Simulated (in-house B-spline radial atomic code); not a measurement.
Atomic self-consistent-field run: neutral hafnium. Computed with an all-electron radial atomic-structure program (B-spline basis): scalar-relativistic (X2C) Hartree-Fock, spin-polarised, averaged over the determinants with the given up and down occupations, Fermi nucleus of rms radius 5.347 fm.

Command:
```bash
python run_scf.py task.json out
```
Settings (nuclear radius in fm, mass in u):
```
Z                72
configuration    [Xe] 4f14 5d2 6s2
hamiltonian      x2c
method           hf
spin_polarised   True
nucleus          fermi
rms_radius       5.347
atomic_mass      179.94656
speed_of_light   137.035999084
```

Output (hartree, bohr):
```
 radial grid: 77 intervals, B-splines of order 8, outer radius 50 bohr

 iter        energy (Eh)    residual
    1      -15072.226987    5.11e-01
    2      -15072.161105    2.03e-01
    3      -15073.429572    7.41e-02
    4      -15073.525029    1.06e-02
    5      -15073.523469    1.50e-02
    6      -15073.528819    1.93e-03
    7      -15073.528958    4.09e-04
    8      -15073.528971    2.19e-04
    9      -15073.528975    5.63e-05
   10      -15073.528975    7.77e-06
   11      -15073.528975    1.85e-06
   12      -15073.528975    2.68e-07

 total energy                    -15073.52898
 kinetic                           16869.2937
 electron-nucleus                 -37570.2777
 electron-electron                  5627.4551

 orbital      occ     eigenvalue          <r>       <r^2>       <1/r>       r_max
 1s up      1.000     -2413.8291    0.0181969  0.00046291     91.4878     0.01098
 1s down    1.000     -2413.8296    0.0181969 0.000462909     91.4878     0.01098
 2s up      1.000      -417.8081    0.0795344  0.00754391     21.3323     0.06784
 2s down    1.000      -417.8041    0.0795342  0.00754388     21.3324     0.06784
 2p up      3.000      -367.7264    0.0712098    0.006212     18.0715     0.05512
 2p down    3.000      -367.7226    0.0712093  0.00621193     18.0716     0.05512
 3s up      1.000       -97.3829     0.207636   0.0494369     7.69319      0.1919
 3s down    1.000       -97.3837     0.207636   0.0494364     7.69318      0.1919
 3p up      3.000       -82.0803     0.207447   0.0500161     6.82057      0.1893
 3p down    3.000       -82.0814     0.207446    0.050015     6.82059      0.1893
 3d up      5.000       -63.4109     0.188931   0.0418708     6.35509      0.1546
 3d down    5.000       -63.4094     0.188942   0.0418761     6.35474      0.1546
 4s up      1.000       -20.7389      0.46878    0.248147      3.1565      0.4381
 4s down    1.000       -20.7371     0.468808    0.248173      3.1562      0.4381
 4p up      3.000       -15.6057     0.496967    0.281076     2.81069      0.4581
 4p down    3.000       -15.6042     0.496979    0.281077     2.81046      0.4581
 4d up      5.000        -8.7519     0.536474    0.334018     2.46996      0.4726
 4d down    5.000        -8.7477     0.536493     0.33397     2.46955      0.4727
 5s up      1.000        -2.9731      1.15884     1.51183     1.15481        1.03
 5s down    1.000        -2.9212      1.14985     1.48658     1.16478       1.026
 5p up      3.000        -1.6501      1.36322     2.11629    0.956039       1.171
 5p down    3.000        -1.5644      1.34455     2.05364    0.969858       1.163
 4f up      7.000        -1.1427     0.664249    0.563097     1.93008      0.4587
 4f down    7.000        -1.1390     0.657979    0.548744     1.93982      0.4583
 5d up      2.000        -0.2561      2.35244     6.73917    0.558571       1.707
 6s up      1.000        -0.2615      3.56941     14.5517    0.353458       2.982
 6s down    1.000        -0.2154      3.87786     17.3051    0.322456       3.149
```

Time taken, with all properties: 0.91 s on 1 thread of Arm Neoverse V1, with other jobs on the host.

One-electron X2C: radii and densities carry no picture-change correction, so inner-shell <1/r> comes out high (for 1s by about 2 % at Z = 33, 5 % at 54, 10 % at 75, 30 % at 118) and <r> low.
